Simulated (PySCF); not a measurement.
Vertical excitations of a molecule C₅H₁₀O from TDA-PBE/def2-SVPD in PySCF 2.14.0, as energy in eV (oscillator strength): 5.80 (0.011), 6.06 (0.011), 6.30 (0.015), 6.39 (0.020), 6.87 (0.004), 7.39 (0.029). Lowest triplet (TDA): 5.67 eV. The structure is a stationary point at B3LYP-D3(BJ)/def2-SVP. The values are those of a single conformer.

Q: Which structure fits?
A. CC1(CO)CC1
B. CC1(C)C[C@H]1O
C. COC=C(C)C
D. CC[C@@H]1CCO1

A: D, CC[C@@H]1CCO1
